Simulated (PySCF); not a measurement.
A species of formula C10H7Cl has this rotational fingerprint, computed with PBE0-D3(BJ)/def2-SVP geometry optimisation, gas phase in PySCF 2.14.0:

| Item | Value |
| --- | --- |
| Rotational constants | A = 2737, B = 581.2, C = 479.4 MHz |
| Dipole components | \|μa\| = 1.66 D, \|μb\| = 0.40 D, \|μc\| = 0.00 D |
| Inertial defect | 0.00 u·Å² |
| κ | -0.91 |

Task: Which candidate fits, each taken in the one conformer that was computed?
A. `Clc1cccc2ccccc12` (1-chloronaphthalene)
B. `Clc1ccc2ccccc2c1` (2-chloronaphthalene)

Result: B. It is Clc1ccc2ccccc2c1, a near-prolate asymmetric top, point group Cs. The candidates at the same level (rigid rotor, commonest isotopes):

```json
{"SMILES": "Clc1cccc2ccccc12", "A (MHz)": "1526", "B (MHz)": "916.1", "C (MHz)": "572.4", "μa (D)": "1.16", "μb (D)": "0.91", "μc (D)": "0.00", "Δ (u·Å²)": "0.00", "point group": "Cs", "rotor": "asymmetric top"}
{"SMILES": "Clc1ccc2ccccc2c1", "A (MHz)": "2737", "B (MHz)": "581.2", "C (MHz)": "479.4", "μa (D)": "1.66", "μb (D)": "0.40", "μc (D)": "0.00", "Δ (u·Å²)": "0.00", "point group": "Cs", "rotor": "near-prolate asymmetric top"}
```

`Clc1cccc2ccccc12` has B 58 % too high. In the right answer the mirror of this Cs structure is the ab plane, so μc vanishes by symmetry. No structure here is proved a minimum.
